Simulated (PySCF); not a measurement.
# How methods differ on the ionisation energy of Ga⁺

Ga⁺ [Ar] 3d10 4s2 (1S) → Ga²⁺ [Ar] 3d10 4s1 (2S), as a difference of total energies. Calculation: PySCF 2.14, in aug-cc-pwCVTZ-PP with ECP10MDF (8s7p6d4f1g, 96 functions); scalar relativity through the core potential. Correlated levels: valence and next inner shell: nothing frozen outside the core potential. The calculations carry no spin-orbit coupling.

| method | ionisation energy (eV) | error (eV) |
| --- | --- | --- |
| UHF | 18.744 | -1.771 |
| MP2 (valence and next inner shell) | 20.397 | -0.118 |
| SCS-MP2 (valence and next inner shell) | 20.381 | -0.134 |
| CCSD (valence and next inner shell) | 20.336 | -0.179 |
| CCSD(T) (valence and next inner shell) | 20.466 | -0.049 |

Reference: 20.515 eV (measured; NIST Atomic Spectra Database, ionization energies).

Errors of the correlated levels include the incompleteness of this basis.
